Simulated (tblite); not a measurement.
Compound: C4H11BSi (charge +1 and doublet state).
SMILES with atom numbers: `[BH2:1][CH2:2][SiH2:3][CH2:4][CH+:5][CH2:6]` (hydrogens: H7, H8 on B1; H9, H10 on C2; H11, H12 on Si3; H13, H14 on C4; H15 on C5; H16, H17 on C6)

Computed with GFN2-xTB (tblite), gas phase: L-BFGS steps from a force-field or distance-geometry start until the largest atomic force falls under 0.01 eV/Å.

Step 78: E = -451.9252 eV
```
atom  x, y, z in Å  |  force x, y, z in eV/Å
B1     -1.7819    1.1453    0.6393   -0.002  -0.008  -0.018
C2     -1.9244   -0.2525   -0.0255   -0.022  -0.015  -0.002
Si3    -0.5178   -1.2532   -0.8679    0.005   0.016   0.004
C4      1.0578   -0.9190    0.3698   -0.030  -0.004  -0.012
C5      1.8788    0.0932   -0.2438   -0.001  -0.010   0.022
C6      1.9742    1.3652    0.1990   -0.010   0.000  -0.016
H7     -2.7198    1.8363    0.7181   -0.010   0.009  -0.012
H8     -0.7896    1.5191    1.1248    0.028   0.014  -0.006
H9     -2.3180   -0.8825    0.7822    0.013  -0.005   0.009
H10    -2.7110   -0.2349   -0.7845   -0.025  -0.039   0.006
H11    -0.7177   -2.7014   -0.8376   -0.014   0.005   0.002
H12    -0.1542   -0.7390   -2.1852   -0.005   0.013  -0.020
H13     0.6697   -0.6437    1.3446    0.011  -0.004   0.012
H14     1.5228   -1.8994    0.3761    0.013  -0.009  -0.001
H15     2.4561   -0.2022   -1.1100   -0.004  -0.014  -0.016
H16     2.6015    2.0834   -0.2982    0.047   0.034   0.002
H17     1.4665    1.6976    1.0877    0.005   0.015   0.045
```

Step 79: E = -451.9256 eV
```
atom  x, y, z in Å  |  force x, y, z in eV/Å
B1     -1.7809    1.1441    0.6376   -0.003   0.001  -0.013
C2     -1.9251   -0.2544   -0.0248   -0.018  -0.016   0.002
Si3    -0.5167   -1.2541   -0.8681   -0.012   0.030  -0.004
C4      1.0554   -0.9177    0.3708   -0.014  -0.005  -0.009
C5      1.8780    0.0939   -0.2435   -0.028  -0.023   0.019
C6      1.9741    1.3658    0.1983    0.005   0.006   0.022
H7     -2.7182    1.8360    0.7152   -0.017   0.010  -0.013
H8     -0.7898    1.5209    1.1235    0.031   0.005  -0.011
H9     -2.3166   -0.8840    0.7847    0.017   0.001  -0.004
H10    -2.7134   -0.2362   -0.7823   -0.013  -0.049   0.010
H11    -0.7174   -2.7020   -0.8419   -0.014   0.001   0.005
H12    -0.1530   -0.7385   -2.1855   -0.008   0.011  -0.012
H13     0.6673   -0.6422    1.3463    0.021  -0.009  -0.008
H14     1.5219   -1.8977    0.3764    0.007  -0.003   0.008
H15     2.4519   -0.2026   -1.1117   -0.001  -0.010  -0.012
H16     2.6032    2.0833   -0.2972    0.046   0.039  -0.011
H17     1.4723    1.6976    1.0911    0.001   0.010   0.029
```

Task: Estimate the geometry and energy of step 80. (The exact step hangs on the optimiser's Hessian estimate; all steps are aligned on step 79, rigid shifts and turns removed.)

Result: E = -451.9261 eV, largest force 0.070 eV/Å
```
atom  x, y, z in Å  |  force x, y, z in eV/Å
B1     -1.7810    1.1432    0.6358   -0.006   0.010  -0.007
C2     -1.9255   -0.2562   -0.0244   -0.013  -0.005   0.006
Si3    -0.5158   -1.2545   -0.8691   -0.024   0.032  -0.009
C4      1.0528   -0.9164    0.3712    0.003  -0.008  -0.002
C5      1.8767    0.0948   -0.2434   -0.042  -0.032   0.000
C6      1.9750    1.3662    0.1981    0.034   0.032   0.052
H7     -2.7187    1.8353    0.7115   -0.012   0.005  -0.014
H8     -0.7912    1.5224    1.1235    0.029  -0.001  -0.017
H9     -2.3138   -0.8852    0.7875    0.016   0.001  -0.013
H10    -2.7154   -0.2384   -0.7805   -0.007  -0.059   0.013
H11    -0.7179   -2.7022   -0.8445   -0.013   0.000   0.006
H12    -0.1529   -0.7392   -2.1873   -0.010   0.011  -0.003
H13     0.6655   -0.6407    1.3474    0.024  -0.011  -0.020
H14     1.5214   -1.8959    0.3776   -0.001   0.005   0.010
H15     2.4463   -0.2022   -1.1146   -0.001  -0.004   0.001
H16     2.6078    2.0832   -0.2952    0.025   0.021  -0.010
H17     1.4798    1.6979    1.0954   -0.002   0.002   0.007
```

The energy changes by -0.0004 eV. The first-order estimate −F·Δx gives -0.0006 eV and the mean of the old and new forces, exact on a quadratic surface, -0.0004 eV. The step makes an angle of 72° with the force vector and moves no atom by more than 0.009 Å.

The cost below is that of the whole relaxation. Hardware: one thread of an Arm Neoverse N1, shared host with 64 logical CPUs at a one-minute load of 60. Cost: 2.4 s wall.
